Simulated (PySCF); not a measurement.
# Excited states of Ag²⁹⁺ (silver, charge +29)

Ground state [Ar], ¹S. All numbers are calculated (PySCF 2.14, the spin-free X2C one-electron Hamiltonian (Gaussian nucleus), in an uncontracted even-tempered set (20 s from 0.656 bohr⁻², ratio 2.5; 14 p from 0.864 bohr⁻², ratio 2.5; 6 d from 1.32 bohr⁻², ratio 2.7; 3 f from 38 bohr⁻², ratio 2.7)). Vertical excitation energies in eV without spin-orbit coupling; excited terms of each kind are numbered among those the solver found. Frozen: [Ne].

| term | leading excitation | EOM-EE-CCSD |
| --- | --- | --- |
| 1 3P° | 3p → d | 150.61 |
| 1 3F° | 3p → d | 156.38 |
| 1 1D° | 3p → d | 165.31 |
| 1 3D° | 3p → d | 165.63 |
| 1 1F° | 3p → d | 165.88 |
| 1 1P° | 3p → d | 200.51 |
| 1 3D | 3s → d | 279.54 |
| 1 1D | 3s → d | 285.13 |

The spin-orbit splitting of the hole, absent here, rivals or exceeds the spacing of these terms, so the LS terms are model states.

The solver can miss terms. The 29 highest virtual orbitals were dropped.
